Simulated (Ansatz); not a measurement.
`CCCCc1ccccc1` → 10 C• + 14 H•  (atomization)

Computed with Ansatz on PBE0-D4/def2-TZVP structures; ΔE is electronic, products minus reactants. CCSD(T)/CBS adds triple-zeta CCSD(T) − MP2 to the extrapolated MP2 energy (def2 sets, frozen cores). This one scheme is used for every species, atoms too. Functionals use def2-TZVPP. B3LYP here is the variant with VWN-RPA as its local correlation; programs differ in this. No spin–orbit coupling; open shells (•) take unrestricted orbitals. Spin–orbit coupling would lower the free atoms: a little for C. One conformer a species, not always the lowest.

Q: What is ΔE at CCSD(T)/CBS? (An estimate is asked.)

A: Ansatz gave: +2543.4 kcal/mol.

Q: What do these levels give: PBE0-D4, ωB97X-V, ωB97M-V, B2PLYP, PBE, r2SCAN, PBE0, B3LYP, HF/def2-TZVPP, HF/def2-QZVPP, MP2/def2-QZVPP, CCSD/CBS(def2)? (Best estimate.)

A: Computed: PBE0-D4 2583.1, ωB97X-V 2549.2, ωB97M-V 2554.8, B2PLYP 2528.4, PBE 2605.1, r2SCAN 2558.0, PBE0 2570.7, B3LYP 2530.0, HF/def2-TZVPP 1919.6, HF/def2-QZVPP 1921.5, MP2/def2-QZVPP 2570.6, CCSD/CBS(def2) 2504.5 kcal/mol.

Largest T1 diagnostic among the species: 0.010.

In def2-TZVPP, CCSD(T) changes the Hartree–Fock value by +569.7 kcal/mol (the triples alone add +38.9 kcal/mol) and MP2 by +619.3 kcal/mol; breaking electron pairs costs correlation energy, which Hartree–Fock lacks. From PBE to PBE0 (25 % exact exchange), in def2-TZVPP and without D4, ΔE moves by −34.4 kcal/mol: exact exchange takes away binding that semilocal exchange gives to molecules.

For atomizations the MP2-based limit and the directly extrapolated one differ by several kJ/mol either way, and by 10 to 25 for some Ge, Se and Sn compounds, so smaller differences from it don't rank the levels.
